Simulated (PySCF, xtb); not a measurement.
Ga(H)(Br)(NH2) (BrGaH3N), SMILES [Br][GaH][NH2]. One conformer was computed; it need not be the lowest.

Harmonic wavenumbers (cm⁻¹) from GFN2-xTB in xtb 6.7.1 at its own minimum, in rising order: 114, 182, 277, 303, 352, 466, 592, 620, 1448, 1771, 3372, 3430.

Q: What does TPSSh-D3(BJ)/def2-SVP (PySCF) give at its own minimum? (The exact figures need the calculation; the answer reports its results.)

A: 140, 240, 298, 368, 512, 563, 720, 747, 1522, 2048, 3558, 3667. Paired by order, the mean absolute difference is 121 cm⁻¹ and the zero-point energies are 18.5 and 20.6 kcal/mol.
